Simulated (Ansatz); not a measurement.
1-bromo-3-chloropropa-1,2-diene (C3H2BrCl), SMILES ClC=C=CBr.

Geometry optimised at B3LYP-D3(BJ)/def2-SVP.

Two levels are set side by side: PBE/def2-SVPD (Ansatz, a program for electronic structure) and PBE0/def2-SVPD (Ansatz). Energy differences of separate SCF runs at the same geometry; the states with an electron removed or added have multiplicity 2 and 2. Differences are taken from unrounded values.

```csv
quantity,PBE0
vertical ionisation energy (eV),9.73
vertical singlet–triplet gap (eV),3.97
```

Q: What does PBE give, and how far is it from PBE0? (An estimate is asked for; the answer gives what the named calculation found.)

A: 
```csv
quantity,PBE,PBE minus PBE0
vertical ionisation energy (eV),9.44,-0.30
vertical singlet–triplet gap (eV),3.81,-0.17
```
